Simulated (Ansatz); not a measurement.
Relaxation of dimethylphenylsulfonium hydroxide (C8H12OS) (charge 0, singlet) with RKS PBE-D4/def2-SVP in Ansatz.

Positions (Å) and forces (eV/Å) at steps 14, 15, 16, 17, 18 of 18:

```xyz
22
step=14 energy=-21342.9672 eV
C     1.871    0.508    1.218   -0.032    0.012    0.023
S     1.400   -0.803    0.035    0.085   -0.055   -0.014
C     1.577   -0.230   -1.691   -0.037   -0.007   -0.027
C    -0.469   -0.273    0.116   -0.008    0.008   -0.011
C    -1.344   -1.275    0.561    0.021    0.009    0.001
C    -2.723   -1.021    0.670   -0.007    0.000   -0.007
C    -3.230    0.243    0.330   -0.005    0.000    0.012
C    -2.357    1.251   -0.116   -0.003   -0.010   -0.003
C    -0.981    0.992   -0.225   -0.015   -0.002    0.000
H     1.050    0.644    1.946   -0.016    0.015    0.007
H     2.803    0.142    1.677    0.020   -0.022   -0.002
H     2.039    1.458    0.675    0.020    0.010   -0.019
H     2.283   -0.948   -2.139    0.009    0.013    0.018
H     0.589   -0.218   -2.187   -0.031    0.009   -0.034
H     2.014    0.787   -1.697    0.013    0.009   -0.003
H    -0.939   -2.268    0.821   -0.002    0.008    0.006
H    -3.404   -1.812    1.020    0.004   -0.001   -0.006
H    -4.309    0.445    0.410    0.004    0.001    0.008
H    -2.754    2.244   -0.381    0.001   -0.003   -0.011
H    -0.313    1.792   -0.587    0.020   -0.004    0.024
O     3.346   -1.226   -0.088   -0.015    0.036    0.026
H     3.849   -0.431   -0.368   -0.027   -0.028    0.011
22
step=15 energy=-21342.9457 eV rejected
C     1.874    0.504    1.211    0.067    0.484    0.196
S     1.394   -0.803    0.024    0.093   -0.061    0.017
C     1.565   -0.227   -1.703    0.021    0.032   -0.028
C    -0.471   -0.284    0.108   -0.048    0.011    0.011
C    -1.344   -1.286    0.557    0.019    0.011   -0.019
C    -2.722   -1.030    0.672   -0.005    0.005    0.010
C    -3.228    0.236    0.341   -0.006   -0.009   -0.016
C    -2.358    1.243   -0.109    0.003   -0.004    0.007
C    -0.982    0.984   -0.223   -0.032    0.023    0.016
H     0.984    0.778    1.848    0.580   -0.134   -0.337
H     2.726    0.052    1.780   -0.419    0.256   -0.272
H     2.224    1.412    0.631   -0.214   -0.573    0.427
H     2.265   -0.949   -2.157   -0.002    0.021    0.018
H     0.577   -0.195   -2.200    0.014   -0.016    0.012
H     2.019    0.784   -1.703   -0.009   -0.027   -0.009
H    -0.938   -2.277    0.820    0.000   -0.003   -0.015
H    -3.402   -1.822    1.022    0.002    0.002    0.008
H    -4.306    0.440    0.433    0.002   -0.002   -0.009
H    -2.755    2.236   -0.373    0.006    0.006    0.011
H    -0.309    1.790   -0.563   -0.003   -0.025   -0.021
O     3.346   -1.200   -0.086   -0.003    0.133   -0.036
H     3.840   -0.385   -0.330   -0.066   -0.130    0.030
22
step=16 energy=-21342.9700 eV
C     1.876    0.509    1.216   -0.001    0.011    0.006
S     1.400   -0.803    0.034    0.032   -0.017   -0.008
C     1.568   -0.230   -1.695    0.000    0.005   -0.017
C    -0.470   -0.274    0.116    0.009   -0.009    0.001
C    -1.344   -1.277    0.558   -0.003    0.002   -0.003
C    -2.723   -1.024    0.667    0.001    0.003    0.003
C    -3.230    0.241    0.331    0.000   -0.003   -0.003
C    -2.358    1.249   -0.113    0.006    0.000   -0.003
C    -0.982    0.992   -0.220   -0.004    0.003    0.003
H     1.037    0.696    1.912    0.004    0.008   -0.003
H     2.778    0.113    1.709   -0.005   -0.004    0.001
H     2.111    1.438    0.660    0.006   -0.005    0.000
H     2.293   -0.931   -2.139   -0.001    0.004    0.012
H     0.582   -0.239   -2.196   -0.001   -0.001    0.000
H     1.983    0.798   -1.702   -0.001   -0.007    0.003
H    -0.938   -2.270    0.819    0.000    0.000   -0.003
H    -3.403   -1.817    1.013    0.001    0.000    0.002
H    -4.309    0.443    0.414    0.000   -0.001   -0.002
H    -2.754    2.242   -0.380   -0.002    0.003    0.006
H    -0.309    1.794   -0.568   -0.003   -0.001    0.001
O     3.344   -1.221   -0.081   -0.037   -0.007    0.007
H     3.848   -0.428   -0.357   -0.002    0.016   -0.002
22
step=17 energy=-21342.9700 eV
C     1.883    0.511    1.212    0.020    0.104    0.020
S     1.398   -0.803    0.033    0.013    0.013   -0.020
C     1.562   -0.231   -1.698    0.000    0.005   -0.007
C    -0.472   -0.276    0.115    0.015   -0.013   -0.001
C    -1.345   -1.282    0.553   -0.013   -0.002    0.001
C    -2.723   -1.028    0.665    0.002   -0.005   -0.012
C    -3.231    0.237    0.333    0.004    0.003    0.010
C    -2.360    1.248   -0.105    0.009    0.012    0.007
C    -0.983    0.992   -0.212   -0.003   -0.003   -0.013
H     1.022    0.767    1.864    0.125   -0.026   -0.073
H     2.744    0.077    1.754   -0.097    0.059   -0.046
H     2.203    1.413    0.641   -0.049   -0.138    0.099
H     2.304   -0.920   -2.136   -0.012    0.002    0.007
H     0.578   -0.260   -2.203    0.008   -0.003    0.010
H     1.957    0.804   -1.706   -0.006   -0.013    0.004
H    -0.939   -2.276    0.806    0.003    0.002    0.006
H    -3.403   -1.823    1.011   -0.002   -0.001   -0.005
H    -4.311    0.438    0.416   -0.001    0.002    0.003
H    -2.755    2.244   -0.362   -0.004   -0.006   -0.007
H    -0.309    1.794   -0.558   -0.010    0.012    0.008
O     3.338   -1.214   -0.079   -0.001   -0.008    0.008
H     3.841   -0.414   -0.342    0.000    0.003    0.000
22
step=18 energy=-21342.9711 eV
C     1.881    0.512    1.211   -0.007    0.008    0.001
S     1.399   -0.803    0.033    0.012    0.001    0.002
C     1.563   -0.232   -1.698   -0.003    0.001   -0.001
C    -0.471   -0.275    0.115    0.004   -0.005    0.000
C    -1.344   -1.281    0.552   -0.006    0.000   -0.004
C    -2.723   -1.028    0.663    0.002    0.002    0.006
C    -3.230    0.238    0.334   -0.002   -0.004   -0.007
C    -2.359    1.249   -0.106    0.004    0.002   -0.006
C    -0.983    0.993   -0.214    0.000    0.006    0.017
H     1.028    0.749    1.874    0.017    0.000   -0.006
H     2.751    0.091    1.741   -0.011    0.009   -0.003
H     2.177    1.419    0.646    0.001   -0.017    0.009
H     2.299   -0.926   -2.136    0.002   -0.003   -0.002
H     0.578   -0.256   -2.200    0.003   -0.001    0.003
H     1.965    0.800   -1.707   -0.001   -0.001    0.000
H    -0.938   -2.274    0.810    0.001   -0.002   -0.005
H    -3.403   -1.823    1.006    0.000    0.000    0.000
H    -4.309    0.440    0.418    0.000    0.000   -0.001
H    -2.755    2.243   -0.366   -0.001    0.001    0.006
H    -0.308    1.797   -0.554   -0.005    0.000   -0.011
O     3.340   -1.216   -0.078   -0.009    0.005   -0.001
H     3.842   -0.417   -0.344   -0.001   -0.003    0.001
```
